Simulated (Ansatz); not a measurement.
Computed with Ansatz on PBE0-D4/def2-TZVP structures; ΔE is electronic, products minus reactants. CBS: MP2 limit from def2 TZ/QZ plus the TZ coupled-cluster correction, frozen cores. This one scheme is used for every species. DFT in def2-TZVPP. For Ga outer-core shells are correlated without core-valence functions, which leaves a few kJ/mol of doubt a bond. Scalar relativity is left out up to krypton. One conformer a species, not always the lowest.

`C[SiH2][CH2][GaH][SiH3]` + `BS` → `B[S][GaH][SiH3]` + `C[SiH2]C`  (ligand exchange at a Ga–C bond)

```
  level  ΔE (kJ/mol)
    PBE        -90.9
 revPBE        -92.1
   BLYP        -94.0
r2SCAN0        -94.1
```

Problem. What does CCSD(T)/CBS give? (Best estimate.)

Solution. The calculation gave: -87.1 kJ/mol. The listed levels differ from it by -3.8, -5.0, -6.9, -7.0 kJ/mol.

Largest T1 diagnostic among the species: 0.015.

From BLYP to BHLYP (50 % exact exchange), in def2-TZVPP and without D4, ΔE moves by −3.3 kJ/mol. In def2-TZVPP, CCSD(T) changes the Hartree–Fock value by +16.0 kJ/mol (the triples alone add +0.6 kJ/mol) and MP2 by +13.5 kJ/mol. The D4 term adds +4.7 kJ/mol with B3LYP and +3.2 kJ/mol with PBE0; it sums over pairs of atoms, weighted by their polarisabilities, and B3LYP, whose exchange is more repulsive, gets the larger term.

CCSD(T)/CBS has its own doubt, a few kJ/mol and more with outer-core shells, so smaller differences from it don't rank the levels.

B3LYP here is the variant with VWN-RPA as its local correlation; programs differ in this.
